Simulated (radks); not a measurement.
Results of a calculation; reference values are marked as such.
All-electron atom: the holmium ion Ho65+ in 1s1.5 2p0.5 (fractional occupations, a model configuration). Code: a radial shooting solver on a logarithmic mesh with Libxc functionals. Model: scalar-relativistic Kohn-Sham, PBEsol, spin-polarised, spherical densities, point nucleus; open shells are filled with parallel spins first (spin-orbit coupling, left out, can overturn this in heavy ions).

Unscreened Slater integrals over Kohn-Sham orbitals (hartree). They are taken over the spin-up orbitals. Empty in this configuration: 2s.

\begin{tabular}{lr}
integral & value \\ \hline
F0(2p,2p) & 12.560 \\
F2(2p,2p) & 5.9970 \\
F0(2p,1s) & 16.969 \\
G1(2p,1s) & 3.4672 \\
F0(2p,2s) & 11.521 \\
G1(2p,2s) & 6.4658 \\
F0(1s,1s) & 46.050 \\
F0(1s,2s) & 15.361 \\
G0(1s,2s) & 1.6284 \\
F0(2s,2s) & 10.881 \\
\end{tabular}

Derived for the open shells (J is the average intra-shell exchange parameter used in DFT+U). 2p: J = F2/5 = 1.199 hartree.
